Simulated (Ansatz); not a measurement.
Correlation energies of CH₅BFNS by basis set

Cartesian coordinates in Å:
```
B 1.004 0.215 0.369
C -0.233 -0.540 -0.227
N -0.792 -0.320 -1.386
F -0.879 -1.458 0.456
S -0.007 1.465 1.446
H 1.534 0.849 -0.514
H 1.723 -0.508 1.005
H -1.684 -0.720 -1.635
H -0.370 0.368 -1.987
H -0.296 0.649 2.472
```

Total charge 0; spin multiplicity 1. The bonds changed during the relaxation, so this is another structure than the one it started from. The geometry is a stationary point of PBE0-D4/def2-TZVP. It is one conformer, not always the lowest. Frozen core, restricted reference, Ansatz 0.2.0. CBS rows extrapolate triple and quadruple zeta; past MP2 they add the triple-zeta difference.

```json
{"basis": "def2-SVP", "HF (Eh)": "?", "MP2 corr.": "-0.71020", "CCSD corr.": "-0.75815", "(T)": "-0.02189", "CCSD(T) total": "?"}
{"basis": "def2-TZVPP", "HF (Eh)": "-616.98088", "MP2 corr.": "-0.90908", "CCSD corr.": "-0.94988", "(T)": "?", "CCSD(T) total": "?"}
{"basis": "def2-QZVPP", "HF (Eh)": "?", "MP2 corr.": "-0.98130", "CCSD corr.": "–", "(T)": "–", "CCSD(T) total": "–"}
{"basis": "CBS(def2)", "HF (Eh)": "-617.00482", "MP2 corr.": "?", "CCSD corr.": "-1.07560", "(T)": "as TZ", "CCSD(T) total": "?"}
```

Task: Fill in the withheld values. (An estimate is asked.)

Result: Computed: def2-SVP HF (Eh): -616.58099; def2-SVP CCSD(T) total: -617.36103; def2-TZVPP (T): -0.03898; def2-TZVPP CCSD(T) total: -617.96974; def2-QZVPP HF (Eh): -617.00192; CBS(def2) MP2 corr.: -1.03480; CBS(def2) CCSD(T) total: -618.11940.
